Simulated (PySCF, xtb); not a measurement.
Potential energy curve for Li2 (cation, charge +1), doublet.

- UKS-B3LYP/3-21G = PySCF with unrestricted B3LYP/3-21G
- UKS-B3LYP/6-31G* = unrestricted B3LYP/6-31G*, spherical d (PySCF 2.14.0)
- GFN1-xTB (xtb)
- UCCSD(T) = CCSD(T) on UHF/cc-pVTZ (PySCF)

Energies relative to the lowest point of each curve near equilibrium, in kcal/mol; the last columns give the difference from UCCSD(T):

```tsv
R / Å	UKS-B3LYP/3-21G	UKS-B3LYP/6-31G*	GFN1-xTB	UCCSD(T)	UKS-B3LYP/3-21G − UCCSD(T)	UKS-B3LYP/6-31G* − UCCSD(T)	GFN1-xTB − UCCSD(T)
2.44	6.3	6.6	0.2	6.9	-0.7	-0.3	-6.8
2.57	3.5	3.9	0.0	4.1	-0.6	-0.2	-4.1
2.71	1.6	1.9	0.2	2.0	-0.4	-0.1	-1.8
2.92	0.2	0.4	0.9	0.4	-0.2	0.0	0.5
3.00	0.0	0.1	1.3	0.1	-0.1	0.0	1.1
3.11	0.0	0.0	1.7	0.0	0.0	0.0	1.7
3.23	0.2	0.1	2.1	0.1	0.1	0.0	2.0
3.31	0.5	0.3	2.4	0.4	0.2	0.0	2.0
3.40	0.9	0.6	2.8	0.7	0.2	-0.1	2.1
3.55	1.8	1.3	3.7	1.5	0.2	-0.2	2.2
3.75	3.1	2.4	5.3	2.9	0.2	-0.5	2.4
4.02	5.0	4.2	7.8	5.1	-0.1	-0.9	2.8
4.40	7.6	6.7	11.7	8.4	-0.8	-1.7	3.4
4.86	10.2	9.4	16.9	12.4	-2.2	-3.0	4.6
5.37	12.3	11.7	22.8	16.4	-4.1	-4.7	6.4
5.76	13.5	12.9	27.0	19.2	-5.7	-6.2	7.8
6.38	14.5	14.1	32.3	22.7	-8.2	-8.6	9.6
7.15	15.0	14.5	36.0	25.7	-10.7	-11.1	10.3
7.99	14.9	14.4	37.0	27.6	-12.7	-13.2	9.5
8.65	14.6	14.1	36.9	28.4	-13.9	-14.4	8.4
9.72	14.0	13.5	36.2	29.2	-15.2	-15.7	7.0
```

UKS-B3LYP/3-21G is furthest from UCCSD(T) at 9.72 (-15.2 kcal/mol, below); its mean absolute difference over the points is 3.6 kcal/mol.

UKS-B3LYP/6-31G* is furthest from UCCSD(T) at 9.72 (-15.7 kcal/mol, below); its mean absolute difference over the points is 3.9 kcal/mol.

GFN1-xTB is furthest from UCCSD(T) at 7.15 (10.3 kcal/mol, above); its mean absolute difference over the points is 4.6 kcal/mol.
